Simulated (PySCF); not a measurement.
HB, singlet, geometry from GFN2-xTB. Base run: PBE0/def2-SV(P) run with PySCF.

Here is a job for PySCF.
```python
from pyscf import gto, scf, dft

mol = gto.Mole()
mol.atom = '''
    B    -0.00000000   -0.00000000   -0.19417233
    H     0.00000000    0.00000000    0.97086163
'''
mol.basis = 'def2-sv(p)'
mol.verbose = 4
mol.build()

mf = dft.RKS(mol)
mf.xc = 'pbe0'
mf.kernel()
mf.analyze()
```

Each row names what was changed in the base input (with any setting that the change needs).

| change | ΔE vs base (µEh) | SCF cycles |
|---|---|---|
| base | 0.0 | 6 |
| level_shift = 0.1 (with mf.max_cycle = 100) | 0.0 | 8 |
| diis = off; damp = 0.3 (with mf.diis_start_cycle = 200; with mf.max_cycle = 150) | 0.0 | 10 |
| init_guess = sap | 0.0 | 6 |
| conv_tol = 1e-4 | 0.0 | 4 |
| diis = off (with mf.max_cycle = 100) | 0.0 | 11 |
| init_guess = 1e | 0.0 | 7 |
| diis_space = 20 | 0.0 | 6 |
| DIIS = ADIIS | 0.0 | 11 |
| conv_tol_grad = 1e-7 | 0.0 | 8 |
| init_guess = atom | 0.0 | 7 |
| diis_space = 4 | 0.0 | 6 |
| conv_tol = 1e-11 | 0.0 | 7 |
